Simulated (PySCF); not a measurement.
H6O2P2Si. Atoms are numbered in the order given.

```xyz
11

O     -0.8270    -0.8377     1.5037
Si    -0.1694    -0.3359     0.0549
O     -0.3529    -1.4813    -1.1460
P      2.0804    -0.1385     0.2270
P     -1.2369     1.6274    -0.3331
H     -0.4576    -1.6466     1.8812
H     -1.2547    -1.6461    -1.4492
H      2.2181     0.4523    -1.0664
H      1.9992     1.1171     0.9044
H     -2.4964     1.0006    -0.6004
H     -0.8498     1.6428    -1.7096
```

Geometry optimised at B3LYP-D3(BJ)/def2-SVP. The structure was generated by enumeration, and PubChem lists no compound with its InChIKey, so it may never have been made. The values are those of a single conformer.

These are PBE/def2-TZVP (PySCF) values and carry that method's errors.

**Question.** Estimate the frontier levels, gap, dipole moment and polarisability. (Estimate from the structure and the level; the computed values follow.)

**Answer.** 
| Item | Result |
|---|---|
| highest occupied level | -6.14 eV |
| lowest empty level | -0.93 eV |
| orbital gap | 5.22 eV |
| dipole moment | 1.35 D |
| quadrupole, principal values (traceless, Buckingham form, about the centre of nuclear charge) | -11.48, 5.28, 6.20 D·Å |
| mean static polarisability | 88.5 bohr³ (13.12 Å³) |
| polarisability, principal values | 74.0, 83.2, 108.3 bohr³ |
